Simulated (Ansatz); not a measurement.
Ga(I)2(Me) (CH3GaI2), SMILES [Ga]([CH3])([I])[I].

Coordinates come from a PBE0-D3(BJ)/def2-SVP optimisation. The def2 effective core potentials stand for the cores of I; spin–orbit coupling is left out.

Two levels are set side by side: PBE/def2-SVPD (Ansatz, a first-principles code) and PBE0/def2-SVPD (Ansatz). Energy differences of separate SCF runs at the same geometry; the states with an electron removed or added have multiplicity 2 and 2. Differences are taken from unrounded values.

```
quantity                           PBE0   PBE  PBE minus PBE0
---------------------------------  ----  ----  --------------
vertical ionisation energy (eV)    9.34  9.00           -0.34
vertical singlet–triplet gap (eV)  4.56  4.16           -0.40
```
